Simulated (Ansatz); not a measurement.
Geometry optimisation, Ansatz, RKS BHLYP/def2-SVP.

The input (input.yaml):

```yaml
crystal:
  periodic: [false, false, false]
  atoms:
    - { symbol: Ga, position_ang: [0.383222, -0.373849, 1.788779] }
    - { symbol: C, position_ang: [-0.015422, -1.471075, 0.190669] }
    - { symbol: C, position_ang: [0.905977, -1.306543, -1.011286] }
    - { symbol: H, position_ang: [-0.710789, -0.187309, 2.900612] }
    - { symbol: H, position_ang: [1.798539, 0.277418, 1.989599] }
    - { symbol: H, position_ang: [-0.49418, 0.866534, 0.064439] }
    - { symbol: Si, position_ang: [-0.95524, 2.139047, -0.457735] }
    - { symbol: H, position_ang: [-1.06102, -1.304004, -0.086338] }
    - { symbol: H, position_ang: [0.015354, -2.518138, 0.526321] }
    - { symbol: H, position_ang: [0.878761, -0.292962, -1.42071] }
    - { symbol: H, position_ang: [0.637306, -1.986715, -1.827326] }
    - { symbol: H, position_ang: [1.946855, -1.513606, -0.747721] }
    - { symbol: H, position_ang: [-2.369982, 1.988944, -0.862104] }
    - { symbol: H, position_ang: [-0.836407, 3.185903, 0.579794] }
    - { symbol: H, position_ang: [-0.122976, 2.496355, -1.626893] }
basis:
  gaussian: { orbitals: def2-SVP }
hamiltonian:
  xc: { name: BHLYP }
relax:
  f_tol: 0.03
  max_steps: 50
```

Run as:

```bash
$ ansatz run input.yaml --threads 4 --pin off --max-ram 5120MiB --backend cpu --events-out ev --progress --plain --runs-dir out
```

Where does it end, and by what steps?

It converged. The force dipped under the threshold on the way, but the program's further checks kept it going. After 17 steps the energy has fallen by 0.178 eV; H11 moved furthest, 0.76 Å.

```json
{"step": "0", "energy less start (eV)": "0.0000", "largest force component (eV/Å)": "0.753", "accepted": "yes"}
{"step": "1", "energy less start (eV)": "-0.1127", "largest force component (eV/Å)": "0.193", "accepted": "yes"}
{"step": "2", "energy less start (eV)": "-0.1427", "largest force component (eV/Å)": "0.070", "accepted": "yes"}
{"step": "3", "energy less start (eV)": "-0.1450", "largest force component (eV/Å)": "0.507", "accepted": "yes"}
{"step": "4", "energy less start (eV)": "-0.0751", "largest force component (eV/Å)": "0.794", "accepted": "no"}
{"step": "5", "energy less start (eV)": "-0.1669", "largest force component (eV/Å)": "0.071", "accepted": "yes"}
{"step": "6", "energy less start (eV)": "-0.1686", "largest force component (eV/Å)": "0.040", "accepted": "yes"}
{"step": "7", "energy less start (eV)": "-0.1695", "largest force component (eV/Å)": "0.019", "accepted": "yes"}
{"step": "8", "energy less start (eV)": "-0.1693", "largest force component (eV/Å)": "0.128", "accepted": "no"}
{"step": "9", "energy less start (eV)": "-0.1707", "largest force component (eV/Å)": "0.038", "accepted": "yes"}
{"step": "10", "energy less start (eV)": "-0.1708", "largest force component (eV/Å)": "0.128", "accepted": "yes"}
{"step": "11", "energy less start (eV)": "-0.1722", "largest force component (eV/Å)": "0.057", "accepted": "yes"}
{"step": "12", "energy less start (eV)": "-0.1735", "largest force component (eV/Å)": "0.019", "accepted": "yes"}
{"step": "13", "energy less start (eV)": "-0.1753", "largest force component (eV/Å)": "0.063", "accepted": "yes"}
{"step": "14", "energy less start (eV)": "-0.1760", "largest force component (eV/Å)": "0.089", "accepted": "yes"}
{"step": "15", "energy less start (eV)": "-0.1770", "largest force component (eV/Å)": "0.060", "accepted": "yes"}
{"step": "16", "energy less start (eV)": "-0.1777", "largest force component (eV/Å)": "0.012", "accepted": "yes"}
{"step": "17", "energy less start (eV)": "-0.1778", "largest force component (eV/Å)": "0.018", "accepted": "yes"}
```

```xyz
15
Properties=species:S:1:pos:R:3
Ga 0.214 -0.233 1.429
C 0.097 -1.768 0.180
C 1.057 -1.746 -1.005
H -0.936 0.041 2.466
H 1.540 0.607 1.538
H -0.648 1.161 -0.105
Si -1.053 2.589 -0.252
H -0.941 -1.859 -0.161
H 0.274 -2.663 0.792
H 0.874 -0.887 -1.659
H 0.967 -2.645 -1.625
H 2.100 -1.680 -0.679
H -2.495 2.615 -0.580
H -0.791 3.300 1.014
H -0.258 3.169 -1.354
```

Whether the end is a true minimum wasn't checked by a vibrational analysis.

Run time: 81 s on 4 threads of Arm Neoverse N1 (shared host), peak memory 0.35 GiB.
